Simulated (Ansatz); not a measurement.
TaF₂, SMILES [F][Ta][F] (connectivity only; charge and spin as stated), neutral, multiplicity 4.

Coordinates come from a B3LYP-D3(BJ)/def2-TZVP optimisation. The spin state was assumed, not searched. The def2 effective core potentials stand for the cores of Ta; spin–orbit coupling is left out.

Two levels are set side by side: PBE/def2-TZVPD (Ansatz, a quantum-chemistry and plane-wave program) and CAM-B3LYP/def2-TZVPD (Ansatz). Energy differences of separate SCF runs at the same geometry; the states with an electron removed or added have multiplicity 3 and 3. Differences are taken from unrounded values.

```csv
quantity,CAM-B3LYP
vertical ionisation energy (eV),8.65
vertical electron affinity (eV),1.32
```

Question: What does PBE give, and how far is it from CAM-B3LYP? (Estimate from the structure and the level; the computed values follow.)

Answer: 
```tsv
quantity	PBE	PBE minus CAM-B3LYP
vertical ionisation energy (eV)	8.60	-0.05
vertical electron affinity (eV)	1.19	-0.13
```
